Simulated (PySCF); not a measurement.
sulfur difluoride anion (F2S), SMILES FSF (connectivity only; charge and spin as stated), charge -1, multiplicity 2. Atoms are numbered in the order given.

```xyz
3

F      0.0000    -1.1781    -0.6481
S      0.0000     0.0000     0.7292
F      0.0000     1.1781    -0.6481
```
Charge -1, spin multiplicity 2.

Coordinates come from a B3LYP-D3(BJ)/def2-TZVPD optimisation. A frequency run showed that this geometry is not a minimum. The multiplicity is an assumed one; other spin states were not compared.

All values below come from PBE0/pcH-1 (PySCF).

Unrestricted Kohn–Sham, ⟨S²⟩ = 0.754. Hyperfine tensors hold the contact and dipolar terms, without spin-orbit corrections.

Computed hyperfine couplings:
```tsv
nucleus	A(iso) (MHz)	A(iso) (G)	dipolar principal values (MHz)
19F no. 1	701.0	250.1	-274.2, -253.7, 527.9
33S no. 2	0.2	0.1	-77.4, -68.0, 145.4
19F no. 3	701.0	250.1	-274.2, -253.7, 527.9
```

### Question
And the g tensor (effective nuclear charges for spin-orbit coupling, GIAO)? (The exact figures need the calculation; the answer reports its results.)

### Answer
principal values 1.9942, 2.0006, 2.0267; isotropic 2.0072.
